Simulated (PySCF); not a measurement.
# Energy of Li⁺ (lithium, charge +1) between two integer charges

The 1s beta orbital of 1s2 is emptied in steps (occupation f), with all orbitals relaxed, ending at 1s1. All numbers are calculated (PySCF 2.14, no relativity, point nucleus, in def2-SVP). The exact energy is a straight line in f; departures are measured from the line between the end points of the same method.

```tsv
f	UHF (eV)
1	0.000
0.8	0.032
0.6	0.044
0.4	0.040
0.2	0.025
0	0.000
```

```json
{"method": "UHF", "E(f=0) − E(f=1) (eV)": "75.776", "−ε at f=1 (eV)": "75.998", "−ε at f=0.4 (eV)": "75.726"}
```

Orbital energy along the path (eV):

```
  f      UHF
  1  -75.998
0.8  -75.880
0.6  -75.792
0.4  -75.726
0.2  -75.674
  0  -75.634
```

Reference removal energy between the ground levels: 75.640 eV (theoretical estimate listed by NIST; NIST Atomic Spectra Database, ionization energies). UHF lacks correlation.
